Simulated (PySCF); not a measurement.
Li⁺: ionisation energy

Li⁺ 1s2 (1S) → Li²⁺ 1s1 (2S), as a difference of total energies. Computed with PySCF 2.14 in pcseg-2 (4s2p1d, 15 functions), with the non-relativistic Hamiltonian (point nucleus). Correlated levels: valence: nothing frozen. The calculations carry no spin-orbit coupling.

Order these methods by the ionisation energy they give, lowest first.
A. MP2 (valence)
B. PBE
C. CCSD (valence)
D. PBE0

A (75.175 eV), C (75.220 eV), B (75.708 eV), D (75.767 eV).

Errors of the correlated levels include the incompleteness of this basis.

With two correlated electrons CCSD is exact in that space.

For comparison: 75.640 eV (theoretical estimate listed by NIST; NIST Atomic Spectra Database, ionization energies).
